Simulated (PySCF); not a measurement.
## W³⁺ (tungsten, charge +3) across methods

[Xe] 4f14 5d3, high-spin 4F determinant. Computed with PySCF 2.14 in def2-TZVPPD with the def2 core potential (60 electrons) (6s5p3d2f1g, 59 functions), with scalar relativity through the core potential.

```csv
method,E (hartree),mean ε 5p α (eV),mean ε 5p β (eV),mean ε 5d α (eV),Σ⟨r²⟩ (bohr²),⟨S²⟩
UHF,-64.64627,-82.655,-77.084,-37.841,24.03,3.754
wB97X,-65.1285,-76.832,-74.261,-35.952,23.91,3.751
r2SCAN,-65.1395,-72.732,-70.065,-32.612,23.98,3.752
TPSSh,-65.1016,-72.926,-70.399,-32.857,24.05,3.751
PBE0,-65.0979,-74.491,-71.611,-33.830,24.06,3.751
PBE,-65.1159,-71.459,-69.361,-32.253,24.14,3.751
LC-wPBE,-65.1360,-77.041,-74.460,-36.638,23.99,3.751
B97-3,-65.1234,-74.635,-71.871,-33.700,23.99,3.751
```

Estimate the same row for LDA.

E (hartree) = -64.9094; mean ε 5p α (eV) = -71.363; mean ε 5p β (eV) = -69.310; mean ε 5d α (eV) = -32.177; Σ⟨r²⟩ (bohr²) = 24.33; ⟨S²⟩ = 3.750.

Energies and moments cover only the electrons outside the core potential. Spin-orbit coupling, absent here, splits the open shell strongly.
